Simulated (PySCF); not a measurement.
Vertical excitations of a molecule C3H7NSi from TDDFT-ωB97X/def2-SVPD (PySCF), as energy in eV (oscillator strength): 5.86 (0.000), 6.17 (0.009), 6.22 (0.002), 6.98 (0.090), 7.61 (0.010), 7.68 (0.035), 8.04 (0.000), 8.14 (0.254), 8.56 (0.945), 8.70 (0.036). Lowest triplet (TDA): 4.94 eV. Geometry optimised at PBE0-D3(BJ)/def2-SVP. Other conformers were not sampled.

Problem. Identify the compound among the candidates.
A) C#C[SiH2]CN
B) NCC#C[SiH3]
C) N[Si@H]1C=CC1
D) N#CCC[SiH3]

Solution. B, NCC#C[SiH3]
